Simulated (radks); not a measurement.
Task: These are the eigenvalues of the occupied orbitals of an atom or ion with whole-number occupations (Ry). Method: scalar-relativistic Kohn-Sham, PBE, spin-unpolarised, spherical densities, finite nucleus; Fermi nuclear charge, rms radius of each element as measured or else 0.836 A^(1/3) + 0.57 fm; computed with a radial shooting solver on a logarithmic mesh with Libxc functionals.

| orbital | eigenvalue |
|---|---|
| 1s | -63.05311 |
| 2s | -12.56939 |

Which element is it, and in what charge state? The configuration may be excited.

Result: Z = 9, fluorine, charge +6: F6+ in [He] 2s1. The 1s level, -31.527 hartree, gives Z - s = 7.9 by -(Z - s)^2/2, which with screening and relativity narrows Z to a few neighbours, and the depths must fix Z and the occupations together.
